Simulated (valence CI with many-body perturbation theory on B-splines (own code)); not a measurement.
**Which ion has this spectrum?**

A relativistic CI+MBPT calculation for an atom or ion with 51 electrons gives these levels (cm⁻¹):

```tsv
J	Parity	E	g
5/2	odd	0.0	0.51
7/2	odd	22633	0.88
5/2	odd	35404	1.04
3/2	odd	37970	0.92
9/2	odd	39665	1.06
1/2	odd	41440	-0.45
11/2	odd	51588	1.14
7/2	odd	54127	1.27
15/2	odd	58346	1.07
13/2	odd	59466	1.15
9/2	odd	68547	1.32
5/2	odd	73782	1.02
15/2	odd	80017	1.08
11/2	odd	80684	1.27
```

The energies are calculated, and their last digits are not significant.

Q: Which is it?
A. Pt27+
B. Au28+
C. Hg29+
D. Ir26+

A: C. Hg29+, ground level 4f5 6H°_5/2.
